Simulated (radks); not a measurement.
Results of a calculation; reference values are marked as such.
Ce XXXIX, 20 electrons, occupied as [Ar] 3d2.

Level of theory: Dirac Kohn-Sham, exchange-only PBE, spin-unpolarised, spherical densities, finite nucleus; open shells fill j = l - 1/2 first; Fermi nuclear charge, rms radius 4.8771 fm (a radial shooting solver on a logarithmic mesh with Libxc functionals).

Energy parts (eV):
total: -210303.65
kinetic: 227691.07
electron-nucleus: -468641.47
Hartree: 34429.79
exchange: -3783.04

Orbitals (lengths in bohr, moments of r in powers of bohr; r(max) is where P^2 peaks):
| orbital | occ. | eigenvalue (eV) | <1/r> | r(max) | <r^2> | <r> |
|---|---|---|---|---|---|---|
| 1s1/2 | 2 | -42280.33 | 63.34 | 0.01574 | 0.0008208 | 0.02457 |
| 2s1/2 | 2 | -8435.212 | 15.05 | 0.08891 | 0.01278 | 0.1039 |
| 2p1/2 | 2 | -8094.043 | 15.01 | 0.06775 | 0.009355 | 0.08722 |
| 2p3/2 | 4 | -7641.083 | 13.60 | 0.07294 | 0.01056 | 0.09326 |
| 3s1/2 | 2 | -3091.961 | 5.868 | 0.2439 | 0.07671 | 0.2593 |
| 3p1/2 | 2 | -2960.281 | 5.798 | 0.2295 | 0.07051 | 0.2468 |
| 3p3/2 | 4 | -2853.483 | 5.438 | 0.2393 | 0.07596 | 0.2565 |
| 3d3/2 | 2 | -2650.539 | 5.316 | 0.1876 | 0.05800 | 0.2236 |
| 3d5/2 | 0 | -2625.685 | 5.225 | 0.1903 | 0.05945 | 0.2267 |
| 4s1/2 | 0 | -1574.666 | 3.003 | 0.4996 | 0.2799 | 0.4989 |
| 4p1/2 | 0 | -1518.707 | 2.961 | 0.4927 | 0.2746 | 0.4923 |
| 4p3/2 | 0 | -1480.142 | 2.831 | 0.5072 | 0.2893 | 0.5055 |

The highest occupied level is 3d3/2 at -2650.5 eV. The electron density at the nucleus is 3.828e+05 e/bohr^3.
